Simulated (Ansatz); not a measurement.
Two members of one family (Series TeX4), computed with Ansatz in the gas phase; def2 core potentials for Te, no spin–orbit coupling. The two geometries come from different levels. Binding counts from free atoms in the multiplicity of their measured ground term, without zero-point energy. A dash marks a value that wasn't run or was left out as unsound. The structures are stationary points that may keep the symmetry of their start. Remarks come from the PBE and PBE0 runs and from stability tests at other levels; not every state was tested. HOMO above LUMO (over both spins in singlets and doublets, within one spin in higher multiplets; at PBE or PBE0), or a gap under 0.15 eV within one spin, warns that the state may not be the lowest or that an electron is smeared out.

First: TeCl4 (singlet, charge 0, PBE-D4/def2-SVP geometry).

```xyz
5

Te   -0.029    0.205   -0.533
Cl   -1.259   -1.785   -1.339
Cl    1.191    2.266    0.088
Cl    1.632   -1.161    0.492
Cl   -1.536    0.474    1.292
```

```csv
level,HOMO (eV),LUMO (eV),gap (eV),vertical IE (eV),vertical triplet (eV),binding per atom (eV)
PBE-D4/def2-SVP,-7.12,-4.45,2.67,–,–,2.15
PBE-D4/def2-TZVP,-7.38,-4.62,2.76,10.08,2.94,2.22
r2SCAN-D4/def2-TZVP,-7.68,-4.63,3.05,10.25,2.91,2.06
PBE0-D4/def2-TZVP,-8.49,-3.97,4.51,10.30,2.94,2.02
CAM-B3LYP-D4/def2-TZVP,-9.64,-3.01,6.62,–,–,1.86
```

Remarks: gap within one spin near zero at PBE or PBE0 (triplet).

Second: TeF4 (singlet, charge 0, B3LYP-D4/def2-SVP geometry).

```xyz
5

Te   -0.253    0.309   -0.426
F    -1.167    1.173    1.067
F     0.867   -0.806   -1.574
F    -0.790   -1.324    0.384
F     1.344    0.648    0.549
```

Problem. Estimate the same table for the second.

Solution. 
```json
{"level": "PBE-D4/def2-SVP", "HOMO (eV)": "-8.27", "LUMO (eV)": "-3.70", "gap (eV)": "4.58", "vertical IE (eV)": "–", "vertical triplet (eV)": "–", "binding per atom (eV)": "3.19"}
{"level": "PBE-D4/def2-TZVP", "HOMO (eV)": "-8.76", "LUMO (eV)": "-4.04", "gap (eV)": "4.71", "vertical IE (eV)": "12.29", "vertical triplet (eV)": "4.56", "binding per atom (eV)": "3.34"}
{"level": "r2SCAN-D4/def2-TZVP", "HOMO (eV)": "-9.16", "LUMO (eV)": "-4.01", "gap (eV)": "5.15", "vertical IE (eV)": "12.50", "vertical triplet (eV)": "4.55", "binding per atom (eV)": "3.12"}
{"level": "PBE0-D4/def2-TZVP", "HOMO (eV)": "-10.35", "LUMO (eV)": "-3.35", "gap (eV)": "6.99", "vertical IE (eV)": "12.71", "vertical triplet (eV)": "4.66", "binding per atom (eV)": "3.00"}
{"level": "CAM-B3LYP-D4/def2-TZVP", "HOMO (eV)": "-11.77", "LUMO (eV)": "-2.35", "gap (eV)": "9.42", "vertical IE (eV)": "–", "vertical triplet (eV)": "–", "binding per atom (eV)": "3.07"}
```
